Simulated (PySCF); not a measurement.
# InFCl + H₂O → InF(OH) + HCl

Level: PBE0 in the def2-TZVP basis family, computed in PySCF with density fitting; scalar-relativistic core potentials for atoms from Rb on, none lighter, no spin–orbit coupling; open shells unrestricted.

| species | state and structure | E (Eh) | ZPE (kJ/mol) | H(298 K) − H(0) (kJ/mol) | S° (J/(mol K)) |
| --- | --- | --- | --- | --- | --- |
| InFCl | doublet, Cs, In–Cl 2.351 Å, In–F 1.958 Å; Cl–In–F 118.0° | -750.05438 | 6.0 | 13.3 | 308.4 |
| H₂O | singlet, C2v, O–H 0.960 Å (×2); H–O–H 105.1° | -76.37736 | 56.5 | 9.9 | 188.7 |
| InF(OH) | doublet, Cs, In–F 1.961 Å, In–O 2.006 Å, O–H 0.962 Å; F–In–O 115.0°, H–O–In 112.4° | -365.73282 | 36.7 | 14.2 | 304.4 |
| HCl | singlet, C∞v, H–Cl 1.279 Å | -460.66440 | 17.9 | 8.7 | 186.6 |

**Question.** What is the electronic reaction energy?

**Answer.** At PBE0/def2-TZVP, ΔE = 90.6 kJ/mol from the differences of the total energies times 2625.5, uphill. 

**Question.** Add zero-point, thermal and entropy terms for 298.15 K and 1 bar.

**Answer.** ΔZPE = -7.9 and Δ[H(298) − H(0)] = -0.3 kJ/mol give ΔH° = 82.4 kJ/mol. ΔS° = -6.1 J/(mol K), so ΔG° = 82.4 − 298.15 × (-0.0061) = 84 kJ/mol and log₁₀K = -14.8.

Only the bonding shown was studied: isomers, or loss of a ligand pair, can lie lower.
